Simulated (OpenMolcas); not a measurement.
Ti3+ (d1) in a complex was computed by CASSCF with the d shell active (OpenMolcas, ANO-RCC-VTZP on the metal). Its lowest spin-free states, and all those of the highest spin:

| 2S+1 | Degeneracy | E (cm-1) |
| --- | --- | --- |
| 2 | 1 | 0.0 |
| 2 | 2 | 2542 |
| 2 | 2 | 12750 |

**Question.** Is the site octahedral, tetrahedral or cube-like, axial, or of lower symmetry?

**Answer.** The states with 2S+1 = 2 have orbital degeneracies 1, 2, 2. There are pairs but no triples, so the site is axial: not cubic, but with a proper or improper axis of order three or more. The run had Ti3+ with 3 ligands (chloride) in trigonal planar coordination (D3h) at 2.23 Å. Ligand basis ANO-RCC-VDZP.

Ligand-to-metal charge-transfer states are missing. With metal d orbitals alone and no dynamic correlation the field as a rule comes out too small, by tens of per cent, by up to half for chloride and softer ligands. No measured value stands beside these numbers; the geometry is a model, was not optimised and need not be the one that this ion takes.
